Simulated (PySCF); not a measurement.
## [Eu(H2O)4]3+: from a saddle point downhill

PySCF 2.14.0, RKS PBE0, Eu lcecp-1-SVP with ECP52, O def2-SVP, H def2-SVP; non-relativistic Hamiltonian with scalar-relativistic core potentials where named; density fitting; no spin-orbit coupling. Relaxed within the symmetry of its start, the geometry (D2d) is

```xyz
13

Eu    0.0000    0.0000    0.0000
O     1.3356    1.3442    1.3442
H     1.7048    1.1448    2.2339
H     1.7048    2.2339    1.1448
O    -1.3356   -1.3442    1.3442
H    -1.7048   -1.1448    2.2339
H    -1.7048   -2.2339    1.1448
O     1.3356   -1.3442   -1.3442
H     1.7048   -2.2339   -1.1448
H     1.7048   -1.1448   -2.2339
O    -1.3356    1.3442   -1.3442
H    -1.7048    2.2339   -1.1448
H    -1.7048    1.1448   -2.2339
```

and its lowest harmonic modes are -141, -55, -55, -26, 44, 54 cm⁻¹ (negative: unstable). It was moved along the lowest mode and relaxed again, within the group S4 that the move left.

Task: Where does it end, and how much lower?

Result: In S4, 0.045 eV lower, after 15 steps:
```xyz
13

Eu    0.0000    0.0000    0.0000
O     1.3856    1.3474    1.2831
H     2.1862    1.0884    1.7925
H     1.3203    2.3162    1.4420
O    -1.3856   -1.2831    1.3474
H    -1.3203   -1.4420    2.3162
H    -2.1862   -1.7925    1.0884
O     1.3856   -1.3474   -1.2831
H     1.3203   -2.3162   -1.4420
H     2.1862   -1.0884   -1.7925
O    -1.3856    1.2831   -1.3474
H    -2.1862    1.7925   -1.0884
H    -1.3203    1.4420   -2.3162
```

Task: How do the contacts change?

Result: 
```json
{"contact": "Eu1–O2 (H2O)", "saddle (Å)": "2.323", "end (Å)": "2.320"}
{"contact": "Eu1–O5 (H2O)", "saddle (Å)": "2.323", "end (Å)": "2.320"}
{"contact": "Eu1–O8 (H2O)", "saddle (Å)": "2.323", "end (Å)": "2.320"}
{"contact": "Eu1–O11 (H2O)", "saddle (Å)": "2.323", "end (Å)": "2.320"}
```


No frequency check is given for the end, and other unstable modes may remain.

An lcecp potential fixes the number of 4f electrons, so in runs with it no electron can move into or out of that shell.

State: singlet in the valence, with the 4f electrons in the core potential.
